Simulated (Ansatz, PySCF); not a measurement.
Constitutional and geometric isomers with formula H2BNO. Isolated molecules, 0 K electronic values unless said otherwise. One relaxed conformer stands for each flexible species; it need not be the lowest. Strings in code marks are SMILES.

Quantity: electronic energy of isomers of H2BNO relative to `NB=O`, in eV.

Level 1: composite: frozen-core CCSD(T) with HF/cc-pVQZ and the correlation energy extrapolated as X^-3 from cc-pVTZ and cc-pVQZ, plus CCSDT(Q) minus CCSD(T) in cc-pVDZ // B3LYP-D3(BJ)/def2-TZVP (Ansatz, an electronic-structure program)
Level 2: frozen-core CCSD(T)/cc-pVTZ // B3LYP-D3(BJ)/def2-TZVP (Ansatz)
Level 3: PBE-D3(BJ)/def2-TZVP // B3LYP-D3(BJ)/def2-TZVP (PySCF)
Level 4: r2SCAN0/cc-pVTZ // B3LYP-D3(BJ)/def2-TZVP (Ansatz)

```
species  level 2  level 3  level 4
-------  -------  -------  -------
`N=BO`      0.95     0.97     0.94
```

What does level 1 give for each?


- `N=BO`: 0.94
